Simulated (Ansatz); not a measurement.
`F[SiH](F)O[SiH2]Cl`, relaxed with RKS PBE0-D4/def2-TZVP in the Gaussian-basis code of Ansatz from a PBE-D4/def2-SVP geometry. The force threshold is 0.005 eV/Å; the program also tests the step.

The species carries charge 0 and has multiplicity 1.

Start:

```xyz
9

F    -2.473   -0.199    0.271
Si   -1.318    0.939    0.220
F    -1.493    1.713   -1.195
O     0.159    0.225    0.276
Si    1.283   -0.901   -0.230
Cl    2.852   -0.891    1.117
H    -1.484    1.888    1.343
H     1.809   -0.510   -1.574
H     0.664   -2.264   -0.228
```

Question: By how much does the energy fall, and how many steps does the optimiser take? (An estimate is asked.)

Answer: Computed: 3.46 kcal/mol, in 40 steps, 6 of them rejected.

Question: Which bonds change most? (An estimate is asked.)

Answer: Computed: Si2–F3 from 1.622 to 1.578 Å; F1–Si2 from 1.622 to 1.580 Å; O4–Si5 from 1.670 to 1.629 Å; Si2–O4 from 1.641 to 1.608 Å.

Question: Give the relaxed structure. (Best estimate.)

Answer: The calculation gave: 
```xyz
9

F    -2.176   -0.131    0.882
Si   -1.244    0.930    0.173
F    -2.065    1.558   -1.019
O     0.045    0.194   -0.444
Si    1.252   -0.896   -0.350
Cl    2.020   -0.906    1.547
H    -0.884    1.981    1.128
H     2.320   -0.482   -1.280
H     0.731   -2.247   -0.637
```
